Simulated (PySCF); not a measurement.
All numbers come from PBE0 in PySCF with Fe def2-SVPD, S def2-SVPD; no relativity; density-fitted integrals. Open shells, if any, are unrestricted.

Problem. What spin state, shape and geometry does isolated FeS₂⁻ take (every ligand bound to Fe)?

Solution. Formally Fe is in oxidation state +3, d5, with 5 unpaired electrons (the high-spin count). The Mulliken spin on Fe is 4.15. The polar-tensor charge on Fe, 1.05, is far below the formal one. The lowest minimum found is a sextet of D∞h symmetry with Fe–S 2.115 Å (×2); S–Fe–S 180.0°. Its harmonic wavenumbers are 49 (πu), 392 (σg+), 541 (σu+) cm⁻¹ and its dipole moment is 0.00 D about the centre of mass.

Other isomers or separated fragments may lie lower. Open d and f shells are described by one determinant, and the ground state may have another occupation or spin. The lowest empty level of this anion is unbound, so it and the gap depend on the basis.
